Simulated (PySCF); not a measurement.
## How methods differ on the excitation energy of Ho

Ho [Xe] 4f11 6s2 (high-spin determinant) → Ho [Xe] 4f11 6s1 6p1 (high-spin determinant), as a difference of total energies. Calculation: PySCF 2.14, in x2c-TZVPPall; scalar relativity by spin-free X2C-1e. Correlated levels: valence: [Kr] 4d10 frozen; valence and next inner shell: [Ar] 3d10 frozen. The calculations carry no spin-orbit coupling.

```csv
method,excitation energy (eV)
UHF,1.198
LDA,2.259
PBE,2.065
PBE0,1.925
r2SCAN,1.778
MP2 (valence),2.163
SCS-MP2 (valence),2.193
MP2 (valence and next inner shell),2.183
SCS-MP2 (valence and next inner shell),2.203
```

How much does correlation contribute at MP2 (valence and next inner shell)?

2.183 − (1.198) = 0.985 eV, measured against UHF.

A first-order spin-orbit estimate (lowest level to lowest level, LS coupling) adds 0.073 eV.

The basis was made for the ground configuration and has no added diffuse functions, so the excitation energy can come out too high.

The determinant of the upper state and of the lower state mixes LS terms, which raises its energy above the lowest term, most at the Hartree-Fock and MP2 levels.
